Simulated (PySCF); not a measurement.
GeH₆Si, SMILES [GeH3][SiH3] (connectivity only; charge and spin as stated), charge -1, multiplicity 2. Atoms are numbered in the order given.

```xyz
8

Si    -1.7623    -0.0308     0.0000
Ge     0.8504     0.0101     0.0000
H     -2.0397     0.8774     1.1848
H     -3.0910    -0.8581     0.0000
H     -2.0397     0.8774    -1.1848
H      2.1171     1.0272     0.0000
H      1.2565    -0.9085    -1.2112
H      1.2565    -0.9085     1.2112
```
Charge -1, spin multiplicity 2.

Geometry: PBE0-D3(BJ)/def2-SVPD. The multiplicity is an assumed one; other spin states were not compared.

These are ωB97X/def2-TZVPD run with PySCF values and carry that method's errors.

Mulliken values depend strongly on the basis, most of all with diffuse functions as here. Atomic charges (e):

```tsv
atom	meta-Löwdin	Mulliken	Mulliken spin
Si1	…	-0.26	0.41
Ge2	…	-0.26	0.34
H3	…	-0.10	0.01
H4	…	-0.13	0.11
H5	…	-0.10	0.01
H6	…	-0.06	0.12
H7	…	-0.04	0.00
H8	…	-0.04	0.00
```

Complete the blanks. (An estimate is asked for; the answer gives what the named calculation found.)


- Si1, meta-Löwdin: -0.03
- Ge2, meta-Löwdin: -0.10
- H3, meta-Löwdin: -0.14
- H4, meta-Löwdin: -0.18
- H5, meta-Löwdin: -0.14
- H6, meta-Löwdin: -0.16
- H7, meta-Löwdin: -0.12
- H8, meta-Löwdin: -0.12
